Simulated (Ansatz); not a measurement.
Calculated with Ansatz (gas phase, PBE0-D4/def2-TZVP geometries, no zero-point term in ΔE). CBS: MP2 limit from def2 TZ/QZ plus the TZ coupled-cluster correction, frozen cores. DFT in def2-TZVPP. Elements past krypton have def2 core potentials. For Sn outer-core shells are correlated without core-valence functions, which leaves a few kJ/mol of doubt a bond.

`[BH2][SnH2][C]#C` + `C1N[SiH2]1` → `BN1C[SiH2]1` + `C#[C][SnH3]`  (cleavage of the B–Sn bond)

```json
{"level": "ωB97M-V", "ΔE (eV)": "-1.66"}
{"level": "PBE-QIDH", "ΔE (eV)": "-1.63"}
{"level": "SCS-MP2/def2-QZVPP", "ΔE (eV)": "-1.61"}
{"level": "MP2/CBS(def2)", "ΔE (eV)": "-1.59"}
```

Q: What does CCSD(T)/CBS give? (Estimate.)

A: Ansatz gave: -1.56 eV. The listed levels differ from it by -0.10, -0.07, -0.05, -0.03 eV.

Largest T1 diagnostic among the species: 0.014.

Leaving LDA and LC-ωPBE aside and taking each functional with its dispersion term where it has one, the values, not all of them listed here, spread over 0.12 eV, from CAM-B3LYP-D4 to revPBE-D4. LDA lies −0.16 eV from PBE without D4. At CCSD(T), def2-SVP lies −0.27 eV from the extrapolated value and def2-TZVPP −0.05 eV.
